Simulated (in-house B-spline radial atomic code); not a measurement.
Radial electron density of Bi⁺, [Xe] 4f14 5d10 6s2 6p2. Computed with a radial B-spline atomic code at the basis-set limit: scalar-relativistic (X2C) HSE06, spin-polarised, spherical fractional occupations, exact exchange averaged over the configuration, Fermi nucleus of rms radius 5.5211 fm.

One-electron X2C: radii and densities carry no picture-change correction, so inner-shell <1/r> comes out high (for 1s by about 2 % at Z = 33, 5 % at 54, 10 % at 75, 30 % at 118) and <r> low.

Columns: r (bohr), 4πr²n(r) (electrons per bohr), bar.

```
0.000241    3.549 #
0.000302    4.804 #
0.000378    6.456 ##
0.000474    8.652 ##
0.000594    11.53 ###
0.000745    15.29 ####
0.000933    20.12 ######
 0.00117     26.3 #######
 0.00146    33.88 ##########
 0.00184    43.61 ############
  0.0023    54.82 ################
 0.00288    67.78 ###################
 0.00361    81.96 #######################
 0.00453    96.33 ###########################
 0.00567    109.1 ###############################
 0.00711    118.4 ##################################
 0.00891    122.1 ###################################
  0.0112    119.3 ##################################
   0.014    111.6 ################################
  0.0175    103.9 #############################
   0.022    103.2 #############################
  0.0275      115 #################################
  0.0345    136.9 #######################################
  0.0432    155.3 ############################################
  0.0541      155 ############################################
  0.0679    136.2 #######################################
   0.085    122.7 ###################################
   0.107    133.8 ######################################
   0.134    148.3 ##########################################
   0.167    131.2 #####################################
    0.21    93.93 ###########################
   0.263    85.59 ########################
   0.329    99.49 ############################
   0.413    89.09 #########################
   0.517    55.64 ################
   0.648    33.26 #########
   0.812    26.94 ########
    1.02    21.43 ######
    1.27    13.66 ####
     1.6    7.314 ##
       2    4.035 #
    2.51    2.222 #
    3.14    1.083 
    3.94   0.3943 
    4.93   0.1005 
    6.18  0.01574 
    7.75 0.001281 
    9.71 4.601e-05
```

On this grid the curve has 4 maxima, near 0.00891, 0.0432, 0.134, 0.329 bohr.

The 6s up radial function P(r) = rR(r), positive near the nucleus:

```csv
r (bohr),P
0.000241,0.01989
0.000378,0.02679
0.000594,0.03572
0.000933,0.04702
0.00146,0.06061
0.0023,0.07608
0.00361,0.09051
0.00567,0.09811
0.00891,0.08794
0.014,0.04552
0.022,-0.03504
0.0345,-0.1193
0.0541,-0.1092
0.085,0.06464
0.134,0.1835
0.21,-0.08048
0.329,-0.2424
0.517,0.2369
0.812,0.2966
1.27,-0.4549
2,-0.7895
3.14,-0.4169
4.93,-0.0757
7.75,-0.003246
```
